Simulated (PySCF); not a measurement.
Bonds (- single, = double, # triple, : aromatic): O1=S2 1.476 Å, S2=O3 1.477 Å, S2-O4 1.476 Å, S2-C5 1.797 Å, C5:C6 1.432 Å, C6:C7 1.362 Å, C7:O8 1.353 Å, O8:C9 1.359 Å, C9:C5 1.360 Å. C6 carries H10; C7 carries H11; C9 carries H12. Formal charges: O4 -1.

Total charge -1.

Geometry: PBE0-D3(BJ)/def2-SVP; GIAO shifts from PySCF 2.14, gas phase, non-relativistic, averaged over equivalent atoms.

At PBE0/pcSseg-1 (175 basis functions, 20 s wall time on 1 thread of an Arm Neoverse V2, shared host):
| atoms | δ (ppm) |
| --- | --- |
| O8 | 278.9 |
| O1/O3/O4 | 248.0 |
| S2 | 308.4 |
| C5 | 149.3 |
| C9 | 143.6 |
| C7 | 140.0 |
| C6 | 118.1 |
| H12 | 7.24 |
| H11 | 6.75 |
| H10 | 6.61 |

Scale: ¹⁷O (σ = 334.56 ppm) against H2O; CS2 for ³³S (σ = 495.66 ppm); TMS for ¹³C (σ = 184.41 ppm) and ¹H (σ = 31.27 ppm) (reference shieldings calculated alike).

Estimate the result of repeating the calculation with KT3/pcSseg-1.

Answers


```csv
atoms,δ at KT3/pcSseg-1,change
O8,265.4,-13.5
O1/O3/O4,250.0,+2.0
S2,288.9,-19.5
C5,136.7,-12.6
C9,130.7,-12.9
C7,127.8,-12.2
C6,106.8,-11.3
H12,7.04,-0.20
H11,6.65,-0.10
H10,6.29,-0.32
```

Referencing at the same level of theory: H2O for ¹⁷O (329.03 ppm); ³³S (516.28 ppm) against CS2; TMS for ¹³C (182.31 ppm) and ¹H (31.32 ppm).

The largest change is at S2 (sulfonyl sulfur). Cost: 175 basis functions, 27 s wall time on 1 thread of an Arm Neoverse V2, shared host. The order of the carbon signals is the same at both levels.

Unscaled 17O shifts of doubly bonded oxygen tend to come out too high, by tens of ppm or more. Experimental scales use liquid or dissolved standards, which lie at an offset from isolated H2O (liquid H2O: subtract about 36 ppm).
